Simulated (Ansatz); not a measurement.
Stepwise reaction of tetramethyltin with hydrogen, as a gas-phase model of exchange steps in deposition or etching. ΔE in kJ/mol.

Computed with Ansatz on PBE0-D4/def2-TZVP structures; ΔE is electronic, products minus reactants. CBS: MP2 limit from def2 TZ/QZ plus the TZ coupled-cluster correction, frozen cores. This one scheme is used for every species. Functionals use def2-TZVPP. B3LYP here is the variant with VWN-RPA as its local correlation; programs differ in this. def2 core potentials past Kr. For Sn outer-core shells are correlated without core-valence functions, which leaves a few kJ/mol of doubt a bond.

```
step                                                              reaction  PBE-D4  B3LYP-D4  ωB97M-V  CCSD(T)/CBS
   1  `[CH3][Sn]([CH3])([CH3])[CH3]` + H₂ → `[CH3][SnH]([CH3])[CH3]` + CH₄   -41.6     -45.5    -43.8        -36.4
   3                         `[CH3][SnH2][CH3]` + H₂ → `[CH3][SnH3]` + CH₄   -42.9     -47.1    -45.5        -37.0
   4                                   `[CH3][SnH3]` + H₂ → `[SnH4]` + CH₄   -43.4     -47.7    -46.3        -37.7
```

(1) Give the row of step 2, `[CH3][SnH]([CH3])[CH3]` + H₂ → `[CH3][SnH2][CH3]` + CH₄. (Best estimate.)

(2) By hand: ΔE of the 4 steps together at CCSD(T)/CBS.

Results:

(1) The calculation gave: 
```json
{"step": "2", "reaction": "`[CH3][SnH]([CH3])[CH3]` + H₂ → `[CH3][SnH2][CH3]` + CH₄", "PBE-D4": "-42.2", "B3LYP-D4": "-46.3", "ωB97M-V": "-44.7", "CCSD(T)/CBS": "-36.4"}
```

(2) (-36.4) + (-36.4) + (-37.0) + (-37.7) = -147.5 kJ/mol, or -36.9 kJ/mol a step.

In ΔE the steps differ by no more than 1.3 kJ/mol. All are downhill at CCSD(T)/CBS. PBE-D4 differs from CCSD(T)/CBS by -5.9 to -5.2 kJ/mol a step. Isolated molecules leave out the surface, adducts and barriers. Largest T1 diagnostic: 0.013.
